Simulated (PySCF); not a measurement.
# How methods differ on the ionisation energy of Cr³⁺

Cr³⁺ [Ar] 3d3 [3d3/2^3, M_J = 3/2] → Cr⁴⁺ [Ar] 3d2 [3d3/2^2, M_J = 2], as a difference of total energies. Calculation: PySCF 2.14, in x2c-TZVPall-2c; the two-component X2C-1e Hamiltonian. Correlated levels: [Ne] frozen; the 6 highest virtual spinors dropped. "Screened" scales the spin-orbit matrix elements by Boettger's factors to mimic the two-electron term; Breit and QED terms are absent.

```csv
method,ionisation energy (eV)
GHF (spin-free),48.037
GMP2 (spin-free),48.589
GHF (screened spin-orbit),48.026
GMP2 (screened spin-orbit),48.579
```

Problem. How much does correlation contribute at GMP2 (screened spin-orbit)?

Solution. 48.579 − (48.026) = 0.553 eV, measured against GHF (screened spin-orbit).

Errors of the correlated levels include the incompleteness of this basis and the frozen core.

The labels give the starting determinants; with spin-orbit coupling the two ends relaxed to ⟨J²⟩ = 6.66, ⟨L²⟩ = 12.00, ⟨S²⟩ = 3.75 and ⟨J²⟩ = 7.75, ⟨L²⟩ = 11.99, ⟨S²⟩ = 2.00.

The determinant of Cr³⁺ and of Cr⁴⁺ mixes levels of different J (the jj label is only the starting occupation), so the difference between spin-free and spin-orbit rows is not the physical spin-orbit shift.

For comparison: 49.16 ± 0.05 eV (semi-empirical (NIST evaluation); NIST Atomic Spectra Database, ionization energies).
